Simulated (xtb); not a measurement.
Si(Br)(Me)(OH)2 (CH5BrO2Si), SMILES C[Si](O)(O)Br. All values are semi-empirical tight-binding results from xtb (GFN2-xTB unless named), good for trends rather than for accurate numbers. Geometry optimised at GFN2-xTB. The structure was generated by enumeration, and PubChem lists no compound with its InChIKey, so it may never have been made. The values are those of a single conformer.

Task: Estimate the properties. (An estimate is asked for; the answer gives what the named calculation found.)

Result: 
- orbital gap: 7.11 eV
- zero-point energy: 41.1 kcal/mol
- G − E(el) at 298.15 K (modified RRHO): 20.2 kcal/mol
- static polarisability (D4 model): 75.3 bohr³
- solvation energy, GFN2-xTB/ALPB(water): -8.5 kcal/mol
- solvation energy, GFN2-xTB/ALPB(methanol): -9.3 kcal/mol
